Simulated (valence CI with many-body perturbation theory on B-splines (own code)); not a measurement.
## Pm54+: E2, E3, M1, M2 decay

Calculated by configuration interaction combined with many-body perturbation theory (CI+MBPT): five valence electrons over a frozen Dirac-Fock core [He], a basis of 9 s, 9 p, 8 d, 6 f, 3 g, 1 h functions for each j, with the one-electron correlation potential Σ1, the two-electron term Σ2, the three-electron term Σ3, Breit, model QED; selected CI, second order for the rest (own B-spline code, finite nucleus).

The last digits are not significant, and no measured levels were compared; by estimate large intervals hold to a few tenths of a per cent, small ones and those within an open d or f shell to about a per cent. Among the levels kept, up to 1200 cm⁻¹ of a level comes from second order outside the variational space, and about a tenth of that is noise between levels of different J, which matters for small intervals.

Lines 1 to 47 of 47 in falling wavelength, among levels below 7131.9 eV, chosen from the decays that carry over 1 % of a level's rate. Wavelengths and rates use the calculated energies. Electric multipoles are in the length gauge, E1 and E2 with the static RPA response of the core. S is in atomic units (e²a₀⁴ for E2 and M2, e²a₀⁶ for E3), for M1 in squared Bohr magnetons. Weak lines are less certain than strong ones. Lines between different terms over intervals too small for the method are left out, as are lines whose strength nearly cancels. The highest levels of a list are the least certain.

Levels are named by their leading jj configuration (3d3/2^4 stands for four electrons in 3d with j = 3/2), which in mixed levels can hold well under half, so a name can repeat and another be missing. Letters in brackets count levels of one name in rising energy.

```csv
λ vac (Å),Upper,Lower,Type,A (s⁻¹),S (a.u.)
21.89,(2s^2 2p1/2 2p3/2^2) J=3/2,(2s^2 2p1/2^2 2p3/2) J=3/2,M1,1.78e+09,2.77e+00
21.83,(2s^2 2p3/2^3) J=3/2,(2s^2 2p1/2 2p3/2^2) J=1/2,M1,4.38e+08,6.76e-01
21.08,(2s^2 2p1/2 2p3/2^2) J=5/2,(2s^2 2p1/2^2 2p3/2) J=3/2,M1,2.99e+08,6.24e-01
21.08,(2s^2 2p1/2 2p3/2^2) J=5/2,(2s^2 2p1/2^2 2p3/2) J=3/2,E2,4.72e+06,1.05e-04
20.46,(2s^2 2p3/2^3) J=3/2,(2s^2 2p1/2 2p3/2^2) J=5/2,M1,5.24e+08,6.66e-01
19.80,(2s^2 2p1/2 2p3/2^2) J=1/2,(2s^2 2p1/2^2 2p3/2) J=3/2,M1,1.08e+09,6.20e-01
19.75,(2s^2 2p3/2^3) J=3/2,(2s^2 2p1/2 2p3/2^2) J=3/2,M1,2.12e+09,2.43e+00
2.280,(2s^2 2p1/2 2p3/2 3d5/2) J=9/2,(2s 2p1/2 2p3/2^3) J=5/2,E2,6.85e+08,3.77e-07
2.084,(2s^2 2p1/2 2p3/2 3p1/2) J=3/2 [a],(2s^2 2p1/2 2p3/2^2) J=1/2,E2,8.41e+10,1.18e-05
2.079,(2s^2 2p1/2 2p3/2 3p1/2) J=5/2,(2s^2 2p1/2 2p3/2^2) J=1/2,E2,1.53e+11,3.19e-05
2.077,(2s 2p1/2^2 2p3/2 3p1/2) J=3/2 [b],(2s 2p1/2^2 2p3/2^2) J=3/2,E2,3.76e+11,5.18e-05
2.072,(2s^2 2p1/2 2p3/2 3p1/2) J=1/2,(2s^2 2p1/2 2p3/2^2) J=5/2,E2,1.75e+11,1.19e-05
2.069,(2s^2 2p1/2 2p3/2 3p1/2) J=3/2 [b],(2s^2 2p1/2 2p3/2^2) J=1/2,E2,6.67e+10,9.03e-06
2.068,(2s^2 2p1/2^2 3p1/2) J=1/2,(2s^2 2p1/2^2 2p3/2) J=3/2,E2,8.17e+11,5.52e-05
2.066,(2s^2 2p1/2 2p3/2 3p1/2) J=5/2,(2s^2 2p1/2 2p3/2^2) J=5/2,E2,4.66e+11,9.40e-05
2.065,(2s^2 2p1/2 2p3/2 3p1/2) J=1/2,(2s^2 2p1/2 2p3/2^2) J=3/2,E2,2.61e+11,1.75e-05
2.063,(2s^2 2p1/2 2p3/2 3p1/2) J=3/2 [a],(2s^2 2p1/2 2p3/2^2) J=3/2,E2,5.09e+11,6.79e-05
2.059,(2s^2 2p1/2 2p3/2 3p1/2) J=5/2,(2s^2 2p1/2 2p3/2^2) J=3/2,E2,1.15e+11,2.29e-05
2.056,(2s^2 2p1/2 2p3/2 3p1/2) J=3/2 [b],(2s^2 2p1/2 2p3/2^2) J=5/2,E2,4.59e+11,6.03e-05
2.048,(2s^2 2p1/2 2p3/2 3p1/2) J=3/2 [b],(2s^2 2p1/2 2p3/2^2) J=3/2,E2,2.59e+10,3.34e-06
2.023,(2s^2 2p1/2 2p3/2 3p3/2) J=3/2 [a],(2s^2 2p1/2 2p3/2^2) J=1/2,E2,2.54e+10,3.07e-06
2.017,(2s 2p1/2^2 2p3/2 3p3/2) J=7/2,(2s 2p1/2^2 2p3/2^2) J=5/2,E2,2.60e+11,6.19e-05
2.014,(2s 2p1/2^2 2p3/2 3p3/2) J=1/2 [b],(2s 2p1/2^2 2p3/2^2) J=3/2,E2,4.65e+11,2.75e-05
2.014,(2s^2 2p1/2 2p3/2 3p3/2) J=5/2 [b],(2s^2 2p1/2 2p3/2^2) J=1/2,E2,1.61e+11,2.85e-05
2.014,(2s^2 2p1/2 2p3/2 3p3/2) J=1/2 [a],(2s^2 2p1/2 2p3/2^2) J=5/2,E2,8.01e+10,4.73e-06
2.011,(2s^2 2p1/2 2p3/2 3p3/2) J=3/2 [a],(2s^2 2p1/2 2p3/2^2) J=5/2,E2,1.76e+11,2.07e-05
2.009,(2s^2 2p1/2 2p3/2 3p3/2) J=7/2,(2s^2 2p1/2 2p3/2^2) J=5/2,E2,2.81e+11,6.56e-05
2.007,(2s^2 2p1/2^2 3p3/2) J=3/2,(2s^2 2p1/2^2 2p3/2) J=3/2,E2,4.08e+11,4.75e-05
2.006,(2s^2 2p1/2 2p3/2 3p3/2) J=1/2 [a],(2s^2 2p1/2 2p3/2^2) J=3/2,E2,2.33e+11,1.35e-05
2.005,(2s^2 2p1/2 2p3/2 3p3/2) J=5/2 [a],(2s^2 2p1/2 2p3/2^2) J=3/2,E2,1.93e+11,3.36e-05
2.004,(2s^2 2p1/2 2p3/2 3p3/2) J=3/2 [a],(2s^2 2p1/2 2p3/2^2) J=3/2,E2,9.24e+10,1.07e-05
2.002,(2s^2 2p1/2 2p3/2 3p3/2) J=7/2,(2s^2 2p1/2 2p3/2^2) J=3/2,E2,3.23e+10,7.41e-06
1.987,(2s 2p1/2^2 2p3/2 3p3/2) J=1/2 [b],(2s 2p1/2^2 2p3/2^2) J=5/2,E2,1.50e+11,8.32e-06
1.978,(2s 2p1/2^2 2p3/2 3d5/2) J=9/2,(2s 2p1/2^2 2p3/2^2) J=5/2,M2,1.48e+10,4.00e-06
1.978,(2s 2p1/2^2 2p3/2 3d5/2) J=9/2,(2s 2p1/2^2 2p3/2^2) J=5/2,E3,8.36e+08,3.15e-06
1.968,(2s^2 2p1/2 2p3/2 3d5/2) J=9/2,(2s^2 2p1/2 2p3/2^2) J=5/2,M2,1.46e+10,3.83e-06
1.968,(2s^2 2p1/2 2p3/2 3d5/2) J=9/2,(2s^2 2p1/2 2p3/2^2) J=5/2,E3,8.95e+08,3.25e-06
1.906,(2s 2p1/2^2 2p3/2 3d5/2) J=9/2,(2s^2 2p1/2 2p3/2^2) J=5/2,E2,1.61e+09,3.62e-07
1.838,(2s^2 2p1/2 2p3/2 3p3/2) J=1/2 [a],(2s^2 2p1/2^2 2p3/2) J=3/2,E2,1.47e+11,5.51e-06
1.837,(2s^2 2p1/2 2p3/2 3p3/2) J=5/2 [a],(2s^2 2p1/2^2 2p3/2) J=3/2,E2,1.14e+11,1.28e-05
1.836,(2s^2 2p1/2 2p3/2 3p3/2) J=3/2 [a],(2s^2 2p1/2^2 2p3/2) J=3/2,E2,3.61e+11,2.69e-05
1.834,(2s^2 2p1/2 2p3/2 3p3/2) J=7/2,(2s^2 2p1/2^2 2p3/2) J=3/2,E2,3.91e+11,5.80e-05
1.828,(2s^2 2p1/2 2p3/2 3p3/2) J=5/2 [b],(2s^2 2p1/2^2 2p3/2) J=3/2,E2,2.71e+11,2.96e-05
1.800,(2s^2 2p1/2 2p3/2 3d5/2) J=9/2,(2s^2 2p1/2^2 2p3/2) J=3/2,E3,1.81e+09,3.52e-06
1.758,(2s 2p1/2^2 2p3/2 3d3/2) J=5/2 [a],(2s^2 2p1/2^2 2p3/2) J=3/2,E2,7.78e+11,7.00e-05
1.757,(2s 2p1/2^2 2p3/2 3d3/2) J=7/2,(2s^2 2p1/2^2 2p3/2) J=3/2,E2,1.03e+12,1.23e-04
1.740,(2s 2p1/2^2 2p3/2 3d3/2) J=5/2 [b],(2s^2 2p1/2^2 2p3/2) J=3/2,E2,7.99e+11,6.82e-05
```
